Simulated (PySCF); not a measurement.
AlCl2HSe, SMILES [Cl][Al]([Cl])[SeH].

Geometry: B3LYP-D3(BJ)/def2-SVP. The values are those of a single conformer.

Two levels are set side by side: PBE/def2-TZVP (PySCF) and CAM-B3LYP/def2-TZVP (PySCF). Same geometry, gas phase. Differences are taken from unrounded values.

| quantity | CAM-B3LYP |
|---|---|
| orbital gap (eV) | 8.83 |
| highest occupied level (eV) | -9.08 |
| lowest empty level (eV) | -0.25 |
| dipole moment (D) | 1.09 |
| mean polarisability (bohr³) | 72.5 |

Q: What does PBE give, and how far is it from CAM-B3LYP? (An estimate is asked for; the answer gives what the named calculation found.)

A: 
```json
[
 {"quantity": "orbital gap (eV)", "PBE": "4.65", "PBE minus CAM-B3LYP": "-4.18"},
 {"quantity": "highest occupied level (eV)", "PBE": "-6.69", "PBE minus CAM-B3LYP": "2.40"},
 {"quantity": "lowest empty level (eV)", "PBE": "-2.03", "PBE minus CAM-B3LYP": "-1.78"},
 {"quantity": "dipole moment (D)", "PBE": "1.13", "PBE minus CAM-B3LYP": "0.04"},
 {"quantity": "mean polarisability (bohr³)", "PBE": "76.5", "PBE minus CAM-B3LYP": "4.1"}
]
```

PBE's occupied levels lie high since its potential decays too fast outside the molecule; exact exchange lowers them and widens the gap. Loosely held outer electrons make PBE densities more polarisable. Differences between two approximate levels are no errors against the true value.

Rough cost on one machine, each run with all the roots and properties that it gave: CAM-B3LYP against PBE within a factor of 2.
